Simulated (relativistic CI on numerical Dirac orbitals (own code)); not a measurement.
Slater and spin-orbit integrals, Er XXVII

Computed by Dirac-Coulomb-Breit CI, separate exchange-only KLI orbitals for each configuration, model QED (radiative potential, 1s self-energy scaled to tabulated hydrogen-like ionisation energies), unscaled Slater integrals (own radial code, finite nucleus).

Slater integrals F^k, G^k are unscaled and averaged over j, outside the closed core [Ar] 3d10; ζ comes from projecting the Hamiltonian with its Breit term on Σ l·s of the shell.

- 4s2 4p6 4d6: F^2(4d,4d) = 201200, F^4(4d,4d) = 136720, ζ(4d) = 34168 cm⁻¹; <r>(4d) = 0.5012, <r^2>(4d) = 0.2871 (bohr units).
- 4s2 4p5 4d7: ζ(4p) = 284100, F^2(4d,4d) = 201160, F^4(4d,4d) = 136680, F^2(4p,4d) = 204070, G^1(4p,4d) = 255330, G^3(4p,4d) = 162830, ζ(4d) = 34034 cm⁻¹; <r>(4p) = 0.4913, <r^2>(4p) = 0.273, <r>(4d) = 0.5013, <r^2>(4d) = 0.2872 (bohr units).
- 4s2 4p6 4d5 4f: F^2(4d,4d) = 201110, F^4(4d,4d) = 136650, ζ(4d) = 34152, F^2(4d,4f) = 200450, F^4(4d,4f) = 130990, G^1(4d,4f) = 214770, G^3(4d,4f) = 145690, G^5(4d,4f) = 106350, ζ(4f) = 5080 cm⁻¹; <r>(4d) = 0.5015, <r^2>(4d) = 0.2875, <r>(4f) = 0.4855, <r^2>(4f) = 0.269 (bohr units).

Problem. Give the Racah parameters of the d shell in 4s2 4p6 4d6.

Solution. B = F²/49 − 5F⁴/441 = 2556 cm⁻¹ and C = 35F⁴/441 = 10851 cm⁻¹.

Averages of the first 10 configurations, taken without configuration mixing, which lowers the lowest level and can move excited configurations by several eV; other configurations of the list can lie among them:

```json
{"Configuration": "4s2 4p6 4d6", "Parity": "even", "States": "210", "Average energy above the lowest level (eV)": "21.9"}
{"Configuration": "4s2 4p5 4d7", "Parity": "odd", "States": "720", "Average energy above the lowest level (eV)": "192.8"}
{"Configuration": "4s2 4p6 4d5 4f", "Parity": "odd", "States": "3528", "Average energy above the lowest level (eV)": "195.7"}
{"Configuration": "4s2 4p4 4d8", "Parity": "even", "States": "675", "Average energy above the lowest level (eV)": "366.4"}
{"Configuration": "4s 4p6 4d7", "Parity": "even", "States": "240", "Average energy above the lowest level (eV)": "320.2"}
{"Configuration": "4p6 4d8", "Parity": "even", "States": "45", "Average energy above the lowest level (eV)": "622.5"}
{"Configuration": "4s 4p6 4d6 4f", "Parity": "odd", "States": "5880", "Average energy above the lowest level (eV)": "492.2"}
{"Configuration": "4s2 4p6 4d5 5s", "Parity": "even", "States": "504", "Average energy above the lowest level (eV)": "319.5"}
{"Configuration": "4s 4p5 4d8", "Parity": "odd", "States": "540", "Average energy above the lowest level (eV)": "489.8"}
{"Configuration": "4s2 4p6 4d5 5d", "Parity": "even", "States": "2520", "Average energy above the lowest level (eV)": "439.5"}
```
